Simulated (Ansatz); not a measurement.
Harmonic frequencies (cm⁻¹) at PBE0-D4/def2-TZVP from Ansatz: 30, 42, 45, 51, 52, 60, 70, 120, 137, 155, 184, 191, 214, 234, 266, 448, 495, 504, 688, 1181, 1182, 1183, 1185, 1220, 1253, 1478, 1480, 1491, 1491, 1492, 1492, 2424, 3014, 3019, 3082, 3085, 3087, 3092, 4029.

Each molecule was computed in one conformer, which needn't be the lowest.

(1) Which molecule is it?
A. `C[O][Hf]([Cl])([I])[O]C`
B. `C[O][Hf]([OH])([OH])[SeH]`
C. `C[O][Hf]([F])([SeH])[O]C`
D. `C[O][Hf]([OH])([SeH])[O]C`

Results:

(1) D.
